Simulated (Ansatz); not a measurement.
Basis-set extrapolation for `C[Si](F)(F)[S]` radical (PBE0-D4/def2-TZVP geometry, frozen core, Ansatz). Multiplicity 2, UHF reference.

```tsv
	def2-TZVPP	def2-QZVPP
HF	-925.257183	-925.289261
MP2 correlation	-0.927011	-1.010870
CCSD(T) correlation	-0.997472	not run
```

Energies in hartree. Use E(X) = E(∞) + A·exp(−7.88·√X) for Hartree–Fock and E(X) = E(∞) + B·X^(−2.97) for correlation, with X = 3 and 4, and add CCSD(T) minus MP2 of the smaller set to the MP2 limit.

Q: What is the CCSD(T) energy at the basis-set limit?

A: HF limit: -925.289261 + (-0.032078) × 0.13774 = -925.29368. MP2 limit: -1.010870 + (-0.083859) × 0.74074 = -1.07299. Higher-order term: -0.997472 − (-0.927011) = -0.07046. Total: -926.43713 hartree, 479.1 kJ/mol below CCSD(T)/def2-TZVPP.
